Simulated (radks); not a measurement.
Valence configurations of Pm+ (all share [Xe]). All-electron calculation, Dirac Kohn-Sham, BLYP, spin-unpolarised, spherical densities, point nucleus; open shells fill j = l - 1/2 first. Program: a radial shooting solver on a logarithmic mesh with Libxc functionals. Energies are relative to 4f5 6s1; eigenvalues in eV.

| valence | E (eV) | e(4f5/2) | e(5d3/2) | e(6p1/2) | e(6s1/2) |
|---|---|---|---|---|---|
| 4f5 6s1 | 0.000 | -8.060 | - | - | -8.329 |
| 4f4 6s1 6p1 | 6.107 | -16.829 | - | -6.860 | -10.249 |
| 4f5.5 6s0.5 | 0.742 | -5.117 | - | - | -7.692 |
| 4f4 6s2 | 2.764 | -15.831 | - | - | -9.706 |
| 4f5 5d1 | 1.247 | -6.345 | -6.145 | - | - |
| 4f5 6p1 | 2.901 | -9.071 | - | -5.977 | - |
| 4f5 6s0.5 6p0.5 | 1.439 | -8.571 | - | -5.732 | -8.632 |
| 4f4 5d1 6s1 | 2.762 | -13.502 | -8.546 | - | -8.866 |
| 4f3 5d3 | 10.085 | -17.654 | -8.312 | - | - |
| 4f5 5d0.5 6s0.5 | 0.571 | -7.158 | -6.696 | - | -7.948 |

NIST lists [Xe] 4f5 6s1 as the ground configuration; this level of theory agrees among the configurations tried. The energies are those of spherical spin-averaged densities, not of single terms.
